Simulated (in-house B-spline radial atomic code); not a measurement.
Computed with a B-spline radial atomic code. Model: two electrons, singlet ground state, non-relativistic, full CI in B-splines with partial waves to l = 8 (at full coupling up to 3e-4 hartree above the limit, correlation up to 0.6 % small), density held at that of full coupling by Lieb maximisation.

Along the adiabatic connection the electron repulsion is scaled by a coupling λ while a local potential keeps the density fixed. At λ = 0 the system is the Kohn-Sham one and W equals the exchange energy; the exchange-correlation energy is the area under W between 0 and 1. The kinetic energy rises with λ as the electrons avoid each other, with dT/dλ = −λ dW/dλ.

Command:
```bash
python run_ac.py task.json out
```
Settings (lengths in bohr, energies in hartree):
```
potential              yukawa
strength               1.68
lmax                   8
second                 0.122
```

Time taken, with all properties: 56 s on 1 thread of Intel(R) Xeon(R) Processor @ 2.30GHz, on a shared host.

**W = mean repulsion less Hartree energy, and W of three functionals.**

Given: confinement screened point charge; nuclear charge 1.68; screening of the nucleus 0.122 1/bohr; external potential -Z exp(-k r)/r.

Computed: LDA exchange minus exact 110.61 millihartree; SCAN exchange minus exact -6.0879 millihartree.

```json
{"coupling": "0", "W xc (hartree)": "-0.81502", "W xc minus exchange (millihartree)": "0", "kinetic minus Kohn-Sham (millihartree)": "0", "LDA (PW92) W minus its exchange (millihartree)": "0", "PBE W minus its exchange (millihartree)": "0", "SCAN W minus its exchange (millihartree)": "0"}
{"coupling": "0.02", "W xc (hartree)": "-0.81698", "W xc minus exchange (millihartree)": "-1.961", "kinetic minus Kohn-Sham (millihartree)": "0.02", "LDA (PW92) W minus its exchange (millihartree)": "-11.29", "PBE W minus its exchange (millihartree)": "-1.71", "SCAN W minus its exchange (millihartree)": "-1.81"}
{"coupling": "0.05", "W xc (hartree)": "-0.81988", "W xc minus exchange (millihartree)": "-4.861", "kinetic minus Kohn-Sham (millihartree)": "0.12", "LDA (PW92) W minus its exchange (millihartree)": "-22.86", "PBE W minus its exchange (millihartree)": "-4.31", "SCAN W minus its exchange (millihartree)": "-4.44"}
{"coupling": "0.12", "W xc (hartree)": "-0.82646", "W xc minus exchange (millihartree)": "-11.44", "kinetic minus Kohn-Sham (millihartree)": "0.68", "LDA (PW92) W minus its exchange (millihartree)": "-43.19", "PBE W minus its exchange (millihartree)": "-10.38", "SCAN W minus its exchange (millihartree)": "-10.32"}
{"coupling": "0.25", "W xc (hartree)": "-0.83802", "W xc minus exchange (millihartree)": "-22.999", "kinetic minus Kohn-Sham (millihartree)": "2.81", "LDA (PW92) W minus its exchange (millihartree)": "-71.06", "PBE W minus its exchange (millihartree)": "-21.4", "SCAN W minus its exchange (millihartree)": "-20.47"}
{"coupling": "0.4", "W xc (hartree)": "-0.85038", "W xc minus exchange (millihartree)": "-35.363", "kinetic minus Kohn-Sham (millihartree)": "6.81", "LDA (PW92) W minus its exchange (millihartree)": "-95.79", "PBE W minus its exchange (millihartree)": "-33.47", "SCAN W minus its exchange (millihartree)": "-31.21"}
{"coupling": "0.6", "W xc (hartree)": "-0.86543", "W xc minus exchange (millihartree)": "-50.41", "kinetic minus Kohn-Sham (millihartree)": "14.31", "LDA (PW92) W minus its exchange (millihartree)": "-122.13", "PBE W minus its exchange (millihartree)": "-48.4", "SCAN W minus its exchange (millihartree)": "-44.21"}
{"coupling": "0.8", "W xc (hartree)": "-0.87903", "W xc minus exchange (millihartree)": "-64.016", "kinetic minus Kohn-Sham (millihartree)": "23.81", "LDA (PW92) W minus its exchange (millihartree)": "-143.76", "PBE W minus its exchange (millihartree)": "-62.07", "SCAN W minus its exchange (millihartree)": "-55.96"}
{"coupling": "1", "W xc (hartree)": "-0.89138", "W xc minus exchange (millihartree)": "-76.367", "kinetic minus Kohn-Sham (millihartree)": "34.91", "LDA (PW92) W minus its exchange (millihartree)": "-162.22", "PBE W minus its exchange (millihartree)": "-74.63", "SCAN W minus its exchange (millihartree)": "-66.68"}
{"coupling": "1.4", "W xc (hartree)": "-0.91292", "W xc minus exchange (millihartree)": "-97.908", "kinetic minus Kohn-Sham (millihartree)": "60.63", "LDA (PW92) W minus its exchange (millihartree)": "-192.63", "PBE W minus its exchange (millihartree)": "-96.86", "SCAN W minus its exchange (millihartree)": "-85.58"}
{"coupling": "2", "W xc (hartree)": "?", "W xc minus exchange (millihartree)": "?", "kinetic minus Kohn-Sham (millihartree)": "?", "LDA (PW92) W minus its exchange (millihartree)": "?", "PBE W minus its exchange (millihartree)": "?", "SCAN W minus its exchange (millihartree)": "?"}
{"coupling": "3", "W xc (hartree)": "?", "W xc minus exchange (millihartree)": "?", "kinetic minus Kohn-Sham (millihartree)": "?", "LDA (PW92) W minus its exchange (millihartree)": "?", "PBE W minus its exchange (millihartree)": "?", "SCAN W minus its exchange (millihartree)": "?"}
{"coupling": "4.5", "W xc (hartree)": "-1.0038", "W xc minus exchange (millihartree)": "-188.78", "kinetic minus Kohn-Sham (millihartree)": "304.47", "LDA (PW92) W minus its exchange (millihartree)": "-313.91", "PBE W minus its exchange (millihartree)": "-198.74", "SCAN W minus its exchange (millihartree)": "-171.36"}
{"coupling": "7", "W xc (hartree)": "-1.0368", "W xc minus exchange (millihartree)": "-221.75", "kinetic minus Kohn-Sham (millihartree)": "490.29", "LDA (PW92) W minus its exchange (millihartree)": "-360.72", "PBE W minus its exchange (millihartree)": "-241.52", "SCAN W minus its exchange (millihartree)": "-205.69"}
```

Question: What belongs in the row 2?

Answer: W xc (hartree): -0.93906; W xc minus exchange (millihartree): -124.04; kinetic minus Kohn-Sham (millihartree): 104.73; LDA (PW92) W minus its exchange (millihartree): -227.79; PBE W minus its exchange (millihartree): -124.55; SCAN W minus its exchange (millihartree): -109.07.

Question: What belongs in the row 3?

Answer: W xc (hartree): -0.97129; W xc minus exchange (millihartree): -156.28; kinetic minus Kohn-Sham (millihartree): 184.37; LDA (PW92) W minus its exchange (millihartree): -270.29; PBE W minus its exchange (millihartree): -160.24; SCAN W minus its exchange (millihartree): -139.25.

Question: What is the PBE exchange minus exact?

Answer: 5.6278 millihartree.

**Energy parts, natural occupations and partial-wave weights.**

Computed: exchange energy -0.81502 hartree; correlation energy -0.041457 hartree; kinetic part of the DFT correlation energy 0.03491 hartree; kinetic part over minus potential part 0.45713; Hartree energy 1.63 hartree; Kohn-Sham kinetic 1.8644 hartree; Lieb Oxford ratio E_xc over LDA exchange 1.2159.

```json
{"natural": "s", "occupation of the shell (electrons)": "1.9752"}
{"natural": "s", "occupation of the shell (electrons)": "0.012995"}
{"natural": "p", "occupation of the shell (electrons)": "0.010685"}
{"natural": "d", "occupation of the shell (electrons)": "?"}
{"natural": "p", "occupation of the shell (electrons)": "0.00032558"}
{"natural": "s", "occupation of the shell (electrons)": "0.00018573"}
```

Question: What belongs in the row d?

Answer: occupation of the shell (electrons): 0.00041516.

```tsv
wave	weight
s	0.99421
p	0.00552
d	?
f	3.0805e-05
g	6.9564e-06
```

Question: What belongs in the row d?

Answer: weight: 0.00023173.

Question: What is the initial slope twice GL2?

Answer: -0.098616 hartree.

Question: What is the total energy?

Answer: -1.5430 hartree.

Half-way to full coupling W has made 56 % of its drop, against 50 % for a straight line, and second-order (GL2) theory, half the initial slope, overshoots the correlation energy by about 19 %: a moderate bend, as in light atoms. Over couplings 0 to 1 the errors in E_xc come to about +50 millihartree for LDA, +7.3 millihartree for PBE, -1.1 millihartree for SCAN, so SCAN is nearest. In LDA and SCAN the errors of exchange and correlation have opposite signs, so the sum is smaller than the larger of the two.
